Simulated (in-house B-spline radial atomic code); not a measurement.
# wB97X excitations of Cl5+

Method: wB97X. Computed with an all-electron radial atomic-structure program (B-spline basis): linear response of the closed shell [Ne] 3s2 with the functional's adiabatic kernel; scalar-relativistic (spin-free one-electron X2C), finite nucleus, no spin-orbit coupling, no double excitations, S, P, D and F terms only.

Command:
```bash
python run_td.py task.json out
```
Settings (radii: box in bohr, nucleus in fm):
```
Z                        17
electrons                12
configuration            [Ne] 3s2
hamiltonian              x2c
method                   wb97x
box_radius               16.35
rms_radius               3.3654
intervals                72
```

Time taken, with all properties: 1 s on 1 thread of Arm Neoverse N1 (shared host).

The lowest states, in the order of their Tamm-Dancoff energies; the method's threshold (minus the highest occupied level) is 93.87 eV. Labels give the largest channel, * marks a mixed state, and oscillator strengths are full-response dipole values. Semilocal kernels can invert the small singlet-triplet splittings of Rydberg terms. Energies in eV:

| state | full response | Tamm-Dancoff | oscillator strength |
| --- | --- | --- | --- |
| 3s → 3p 3P | ? | ? | - |
| 3s → 3p 1P | 18.603 | 19.265 | 1.26 |
| 3s → 3d 3D | 33.42 | 33.49 | - |
| 3s → 3d 1D | 35.76 | 35.78 | - |
| 3s → 4s 3S | 50.15 | 50.17 | - |
| 3s → 4s 1S | 51.31 | 51.35 | - |
| 3s → 4p 3P | 54.99 | 55.02 | - |
| 3s → 4p 1P | 55.60 | 55.64 | 0.147 |
| 3s → 4d 3D | 61.61 | 61.63 | - |
| 3s → 4d 1D | 62.21 | 62.22 | - |
| 3s → 4f 3F | 64.48 | 64.49 | - |
| 3s → 4f 1F | 64.59 | 64.61 | - |
| 3s → 5s 3S | 67.80 | 67.81 | - |
| 3s → 5s 1S | 68.16 | 68.18 | - |
| 3s → 5p 3P | 70.17 | 70.18 | - |
| 3s → 5p 1P | 70.23 | 70.25 | 0.0617 |
| 3s → 5d 3D | 73.41 | 73.41 | - |
| 3s → 5d 1D | ? | ? | - |

Question: Where does 3s → 5d 1D lie?

Answer: At 73.41 eV in full response, 73.41 eV in Tamm-Dancoff.

Question: Where does 3s → 3p 3P lie?

Answer: At 12.049 eV in full response, 12.327 eV in Tamm-Dancoff.

Question: How large is the singlet-triplet splitting of 3s → 3p (P terms) in Tamm-Dancoff?

Answer: 6.94 eV, from the unrounded values.

Question: What polarisabilities and dispersion coefficient does the method give?

Answer: Dipole 2.813 bohr³, quadrupole 3.084 bohr⁵, C6 4.34 hartree·bohr⁶ for two such species.
